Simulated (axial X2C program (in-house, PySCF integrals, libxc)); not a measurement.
Spin–orbit effects down a group: molecules with As (ions), PBE0

All values come from calculations with an in-house all-electron X2C program for linear molecules (integrals from PySCF), spin-free (one-electron X2C) or two-component (2c: spin–orbit coupling with atomic mean-field Coulomb and Gaunt terms, which also bring small scalar terms), in Dyall basis sets with cores contracted in-house; open shells are unrestricted.

Basis sets: As dyall-cv3z, O dyall-av3z, S dyall-av3z, Se dyall-cv3z.

```json
{"molecule": "AsO⁺", "spin-free state": "M_S = 0, Λ = 0", "Re (Å)": "1.553", "ωe (cm⁻¹)": "1181.7", "De (eV)": "6.27", "2c state": "Ω = 0", "Re 2c (Å)": "1.553", "ωe 2c (cm⁻¹)": "1180.6", "De 2c (eV)": "n/a"}
{"molecule": "AsS⁺", "spin-free state": "M_S = 0, Λ = 0", "Re (Å)": "1.935", "ωe (cm⁻¹)": "685.1", "De (eV)": "5.90", "2c state": "Ω = 0", "Re 2c (Å)": "1.935", "ωe 2c (cm⁻¹)": "684.3", "De 2c (eV)": "n/a"}
{"molecule": "AsSe⁺", "spin-free state": "M_S = 0, Λ = 0", "Re (Å)": "2.057", "ωe (cm⁻¹)": "480.8", "De (eV)": "5.27", "2c state": "Ω = 0", "Re 2c (Å)": "2.058", "ωe 2c (cm⁻¹)": "479.4", "De 2c (eV)": "5.25"}
```

(1) Work out the shifts from the spin-free to the two-component result.

Fragments in 2c: As+ + O, As+ + S, Se+ + As. Each entry is the lowest single determinant of a limited PBE0 search at one distance. De goes to single-determinant-based atoms at the same level (for ions the charge split of lowest energy) and is withheld (n/a) where an atom does not fit its ground term or J level. Main or longest-lived isotopes. The functionals have no current term, which raises determinants with orbital currents.

Answers

(1) 

```tsv
molecule	2c state	ΔRe (Å)	Δωe (cm⁻¹)	ΔDe (eV)
AsO⁺	Ω = 0	0.000	-1.1	n/a
AsS⁺	Ω = 0	0.000	-0.8	n/a
AsSe⁺	Ω = 0	0.001	-1.4	-0.02
```

Shifts of one unit in the last digit are rounding.
